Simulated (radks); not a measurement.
Values are calculated unless marked as measured or tabulated.
Numerical settings for neutral titanium, [Ar] 3d2 4s2. Level of theory: scalar-relativistic Kohn-Sham, PBE, spin-polarised, spherical densities, point nucleus; open shells are filled with parallel spins first (a radial shooting solver on a logarithmic mesh with Libxc functionals). The defaults (mesh step 0.008 in ln r, mesh end at 40 bohr or more with all orbitals vanishing there, Anderson mixing 0.5 over 9 steps, residual threshold near 1e-9 with the energy settled to 1e-9 hartree or 1e-11 of itself, here a cap of 100 iterations) give E = -853.5919 hartree and 4s at -4.174 eV in 14 iterations. Run on one thread of a shared host, so times are rough (Arm Neoverse V1): 0.17 s of CPU time, 0.17 s wall, 14 iterations on 2669 mesh points. Changes against that run (0 stands for a change within the tolerance of the run):

setting                     iterations         converged  E (mhartree)  e(4s) (meV)  CPU (s)
mesh step in ln r 0.003             14               yes             0            0      0.4
mesh step in ln r 0.02              14               yes             0            0     0.08
mesh step in ln r 0.12               2                no      diverged            -     0.02
mesh end (bohr) 20                  14               yes             0     +0.00284     0.16
mesh end (bohr) 2                   13  level above zero     +1.11e+04    +1.29e+05     0.12
residual threshold 0.01              9               yes             0      +0.0229     0.13
residual threshold 0.001             9               yes             0      +0.0229     0.12
mixing 0.05                         18               yes             0            0      0.2
linear mixing, mixing 0.05         100                no       +0.0383          -12     0.94
linear mixing, mixing 0.8           90               yes             0            0      0.8
mixing history 2                    18               yes             0            0     0.19
iteration cap 3                      3                no         +1.79         -228     0.05

Settled on a wrong energy, with an occupied level pushed above zero by the early mesh end: mesh end (bohr) 2 (+11.1 hartree). Apart from these: no run marked as converged misses the energy by more than 1 mhartree. A mesh that ends early acts as a hard wall.
